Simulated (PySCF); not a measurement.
Geometries of 2 isomers of CH8GeOSi, from PBE0-D3(BJ)/def2-SVP geometry optimisation, gas phase (PySCF 2.14.0). One conformer each, no zero-point energy, no frequencies.

Question: Which is lower in electronic energy at this level?
A.
```xyz
12
angstrom
C      2.262    0.386    0.276
O      0.888    0.638    0.204
Ge    -0.233   -0.704   -0.175
Si    -2.394    0.288   -0.142
H      2.675   -0.001   -0.677
H      2.521   -0.340    1.072
H      2.781    1.331    0.504
H      0.155   -1.289   -1.555
H     -0.051   -1.810    0.893
H     -3.413   -0.738   -0.524
H     -2.448    1.417   -1.117
H     -2.701    0.794    1.229
```
B.
```xyz
12
angstrom
O      1.662    0.839    1.002
Si     1.215   -0.705    0.546
C     -0.222   -0.667   -0.657
Ge    -1.534    0.730   -0.238
H      2.007    1.419    0.317
H      2.373   -1.438   -0.062
H      0.807   -1.380    1.808
H     -0.731   -1.646   -0.642
H      0.132   -0.506   -1.689
H     -2.827    0.499   -1.046
H     -0.966    2.112   -0.612
H     -1.875    0.714    1.263
```

Answer: B. That is `O[SiH2][CH2][GeH3]`, 27.1 kcal/mol below the other.

```csv
SMILES,atoms numbered as above,E (Eh),relative (kcal/mol),relative (kJ/mol),dipole (D)
O[SiH2][CH2][GeH3],[OH:1][SiH2:2][CH2:3][GeH3:4],-2483.72181,0.0,0.0,1.81
C[O][GeH2][SiH3],[CH3:1][O:2][GeH2:3][SiH3:4],-2483.67870,27.1,113.2,0.98
```

As drawn, the lower has an O–H bond, an Si–O bond and an Si–C bond, which the higher lacks.
